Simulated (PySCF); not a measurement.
Compound: C6H4Cl (doublet state).
Structure used (GFN2-xTB), in Å, numbered top down from 1:
```xyz
11
C6H4Cl angstrom
C      3.5704    0.3383   -0.1163
C      2.2462    0.1924   -0.1196
C      1.0147    0.0513   -0.1253
C     -0.3092   -0.0902   -0.1237
C     -1.5154   -0.2672   -0.1475
C     -2.9386   -0.3886   -0.1214
Cl    -3.6935    1.0675    0.6595
H      4.2214   -0.5103   -0.2362
H      4.0208    1.3078    0.0083
H     -3.2556   -1.2533    0.4655
H     -3.3557   -0.4451   -1.1293
```

The hyperfine couplings belong to this conformer and change with its torsions.

As a line formula: `[CH2]C#CC#CCCl` [radical].

Level of theory: UKS B3LYP, pcH-1 on C Cl H, non-relativistic, mean-field spin-orbit, GIAO (PySCF). Isolated species at its GFN2-xTB geometry, gas phase. GFN2-xTB frequencies show an imaginary mode (51i cm⁻¹), so this geometry is no minimum at that level. The geometry wasn't refined by DFT: couplings that depend on bond lengths, twists or pyramidal angles can differ widely from those at the functional's own minimum. The SCF solution wasn't tested for stability. ⟨S²⟩ is 0.782 where a pure state has 0.75.

Give the principal g shifts and their parts.

```tsv
Δg (ppm)	1	2	3
relativistic mass correction	-145	-145	-145
gauge correction	-2	24	34
orbital Zeeman/spin–orbit	-154	598	1352
total	-301	477	1241
```

So g = 2.00202, 2.00280, 2.00356 and g_iso = 2.00279; the tensor is rhombic: the two nearest values differ by 50 % of g3 − g1. Axes: g3 points within 9° of the C2–C3 bond.

Average each term over the three axes. Which is largest in size?

The orbital-Zeeman/spin–orbit term 599, the mass correction -145 and the gauge correction 19 ppm, for a total of 473 ppm. The orbital-Zeeman/spin–orbit term is the largest in size. The mass correction is the same along every axis, so the anisotropy comes from the other two: their spans along these axes are 36 (gauge) and 1506 ppm (orbital Zeeman/spin–orbit).

At 9.646 GHz, how far is the centre of the isotropic spectrum from where a free electron (g = 2.002319) resonates?

B = hν/(g μB) with μB/h = 13.99624 MHz/mT gives 344.19 mT for the free electron and 344.11 mT at g_iso, 0.08 mT lower.

What effective moment and Curie constant follow for a powder?

With the mean of g² = 4.0112 and S(S+1) = 0.75: μ_eff = √(⟨g²⟩S(S+1)) = 1.734 μB and χT = 0.12505·⟨g²⟩·S(S+1) = 0.376 cm³ K/mol (cgs; spin-Hamiltonian part alone).

In a frozen sample, at which fields do the three g values resonate at 9.5, 34, 94 and 263 GHz (hyperfine left aside), and which band first spreads them over more than twice a line width of 1.0 mT?

```tsv
band	GHz	B(g3) mT	B(g2) mT	B(g1) mT	spread mT
X	9.5	338.77	338.90	339.03	0.26
Q	34.0	1212.45	1212.92	1213.39	0.93
W	94.0	3352.08	3353.35	3354.66	2.58
J	263.0	9378.68	9382.26	9385.90	7.23
```

The spread grows in proportion to the frequency. W band is the first where it exceeds 2.0 mT.

Largest spin populations (Mulliken): C1 (+0.66), C3 (+0.49), C5 (+0.37) and C2 (-0.27). Three atoms exceed +0.15. The positive populations add up to 1.55 and the negative ones to -0.55, together 2S = 1. The angles at C1 add up to 360.0°, so it is planar; its axial dipolar tensor and the negative couplings of its protons fit spin in a p orbital normal to that plane.

The HOMO–LUMO gaps are 4.27 eV among the α and 3.79 eV among the β orbitals.

Hardware: an Arm Neoverse V2 with one thread, no GPU, on a shared host. Cost: 48 s wall (grids of density and orbitals included), 0.73 GiB resident at most.
